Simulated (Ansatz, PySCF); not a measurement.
The pair A = GeH4 (SMILES [GeH4]) (first 5 atoms), B = GeH4 (SMILES [GeH4]); geometry from B3LYP-D3(BJ)/def2-TZVP.
(charge 0, multiplicity 1):
```xyz
10

Ge     0.1062     0.0277     0.0037
H     -0.2452     1.4544     0.4496
H     -1.0035    -0.9338     0.4526
H      1.4344    -0.3935     0.6489
H      0.2396    -0.0169    -1.5257
Ge    -0.1062    -0.0278     4.0963
H      0.3029    -1.4311     3.6268
H     -1.4480     0.3520     3.4535
H      0.9659     0.9848     3.6686
H     -0.2462    -0.0156     5.6257
```

Correlated levels freeze the cores. Filled d and f shells under p-block atoms count as core. Rows in 6-31G* carry no dispersion term and start afresh at each structure (6-31G* with six Cartesian d functions); the Pople sets are all-electron and without relativity. MP2/6-31G* freezes PySCF's default core, which leaves 3d correlated.

Run with Ansatz (Gaussian orbitals); PySCF for 6-31G* rows. Values without a source in brackets are computed.

Total energies (hartree), monomers frozen at their geometry in the pair:

| structure | B3LYP/6-31G* | MP2/6-31G* | MP2/aug-cc-pVDZ |
|---|---|---|---|
| AB | -4158.3053002 | -4155.2756064 | -4155.5252086 |
| A in the pair's basis | -2079.1533661 | -2077.6379754 | -2077.7622779 |
| B in the pair's basis | -2079.1533656 | -2077.6379745 | -2077.7622784 |
| A | -2079.1532444 | -2077.6376369 | -2077.7617098 |
| B | -2079.1532442 | -2077.6376369 | -2077.7617098 |

Work out the interaction energy without and with the counterpoise correction, and the superposition error, for each level.


E(AB) − E(A) − E(B), times 627.509 kcal/mol, with the monomers in their own basis and then in the pair's basis:
- B3LYP/6-31G*: 0.75 uncorrected, 0.90 corrected; the monomers gain 0.15 kcal/mol from borrowed functions
- MP2/6-31G*: -0.21 uncorrected, 0.22 corrected; the monomers gain 0.42 kcal/mol from borrowed functions
- MP2/aug-cc-pVDZ: -1.12 uncorrected, -0.41 corrected; the monomers gain 0.71 kcal/mol from borrowed functions

Ansatz is an electronic-structure program.
